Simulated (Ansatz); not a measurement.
`O=[CH][Al]1[NH][CH]1[SiH3]` → `OC1=[C]([AlH2])[SiH2]N1`  (isomerisation)

Computed with Ansatz on PBE0-D4/def2-TZVP structures; ΔE is electronic, products minus reactants. CCSD(T)/CBS is the MP2 limit (def2-TZVPP, def2-QZVPP) plus CCSD(T) − MP2 in def2-TZVPP, frozen cores. One conformer a species, not always the lowest.

```json
{"level": "HF/def2-TZVPP", "ΔE (kJ/mol)": "-177.7"}
{"level": "CCSD/def2-TZVPP", "ΔE (kJ/mol)": "-155.0"}
```

Q: What does CCSD(T)/CBS give? (Estimate.)

A: Computed: -156.1 kJ/mol. The listed levels differ from it by -21.6, 1.1 kJ/mol.

Largest T1 diagnostic among the species: 0.016.

From PBE to PBE0 (25 % exact exchange), in def2-TZVPP and without D4, ΔE moves by −20.5 kJ/mol. In def2-TZVPP, CCSD(T) changes the Hartree–Fock value by +24.3 kJ/mol (the triples alone add +1.6 kJ/mol) and MP2 by +12.8 kJ/mol.
